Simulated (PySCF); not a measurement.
Potential energy curve for GaN, triplet.

Methods: UHF/cc-pVDZ (PySCF); UKS-CAM-B3LYP = unrestricted CAM-B3LYP/cc-pVDZ run with PySCF; UKS-M06-2X = PySCF 2.14.0 with unrestricted M06-2X/cc-pVDZ.

Magnitude of the dipole moment (D; its direction can reverse along the curve, and a method can change to another solution) and Mulliken charge of the fragment that holds Ga1:

```csv
R / Å,μ UHF,q UHF,μ UKS-CAM-B3LYP,q UKS-CAM-B3LYP,μ UKS-M06-2X,q UKS-M06-2X
1.48,0.96,0.38,1.86,0.26,2.14,0.35
1.58,1.32,0.35,1.93,0.25,2.23,0.34
1.67,1.33,0.35,1.99,0.26,2.31,0.34
1.73,1.21,0.36,2.05,0.27,2.37,0.34
1.81,1.09,0.39,0.77,0.25,0.65,0.29
1.85,1.12,0.40,1.93,0.28,2.51,0.35
1.91,1.34,0.42,1.19,0.28,1.56,0.33
1.98,1.66,0.43,1.48,0.30,1.43,0.34
2.06,2.00,0.44,1.81,0.32,1.64,0.35
2.15,2.33,0.45,2.16,0.34,1.98,0.37
2.29,2.56,0.42,2.68,0.36,2.47,0.37
```

The scan ran from 1.48 to 7.44 Å; beyond the distances shown one of the unrestricted levels run for this scan, shown here or not, changes its spin distribution in one step. The unrestricted determinant behind UHF is spin-contaminated at 1.58 to 1.73, 2.29 Å (<S²> up to 2.2, against 2.00 for a pure triplet).
